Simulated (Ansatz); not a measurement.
Calculated with Ansatz (gas phase, PBE0-D4/def2-TZVP geometries, no zero-point term in ΔE). CCSD(T)/CBS is the MP2 limit (def2-TZVPP, def2-QZVPP) plus CCSD(T) − MP2 in def2-TZVPP, frozen cores. This one scheme is used for every species. Functionals use def2-TZVPP. Each species was taken in one conformer, which may not be the lowest.

Consider the substitution at a C–B bond: `C[B](F)[AlH2]` + `N[Si](F)(F)F` → `CN[Si](F)(F)F` + `F[BH][AlH2]`.

`C[B](F)[AlH2]`:

Z-matrix (Å, degrees):
```
C
B 1 1.563
H 1 1.099 2 108.3
H 1 1.095 2 111.9 3 115.8
H 1 1.093 2 113.5 3 -120.0
F 2 1.340 1 116.9 3 109.7
Al 2 2.168 1 126.1 3 -69.1
H 7 1.594 2 121.3 1 -91.3
H 7 1.594 2 121.5 1 87.5
```

`N[Si](F)(F)F`:

Z-matrix (Å, degrees):
```
Si
F 1 1.578
F 1 1.574 2 105.7
N 1 1.672 2 115.9 3 -121.6
F 1 1.574 2 105.8 3 116.9
H 4 1.005 1 122.2 2 79.8
H 4 1.005 1 122.2 2 -80.3
```

`CN[Si](F)(F)F`:

```xyz
10

C    -0.835    1.055    0.455
N     0.253    0.473   -0.308
Si    0.702   -1.135   -0.297
F     0.845   -1.674    1.178
F     2.071   -1.287   -1.060
F    -0.317   -2.128   -0.984
H    -0.522    1.987    0.934
H    -1.136    0.371    1.250
H    -1.716    1.258   -0.161
H     0.654    1.079   -1.005
```

`F[BH][AlH2]`:

```xyz
6

F    -2.127   -0.039    0.004
B    -0.953    0.373   -0.464
Al    0.894   -0.328    0.409
H    -1.034    1.148   -1.389
H     1.627   -1.623   -0.157
H     1.593    0.469    1.597
```

```csv
level,ΔE (kcal/mol)
BLYP-D4,22.1
HF/def2-TZVPP,20.8
```

(1) What does CCSD(T)/CBS give? (An estimate is asked.)

Largest T1 diagnostic among the species: 0.014.

Answers

(1) Ansatz gave: +23.1 kcal/mol. The listed levels differ from it by -1.0, -2.3 kcal/mol.

Leaving LDA and LC-ωPBE aside and taking each functional with its dispersion term where it has one, the values, not all of them listed here, spread over 3.3 kcal/mol, from BLYP-D4 to B97M-V. LDA lies +1.0 kcal/mol from PBE without D4. At CCSD(T), def2-SVP lies −3.2 kcal/mol from the extrapolated value and def2-TZVPP −0.5 kcal/mol.
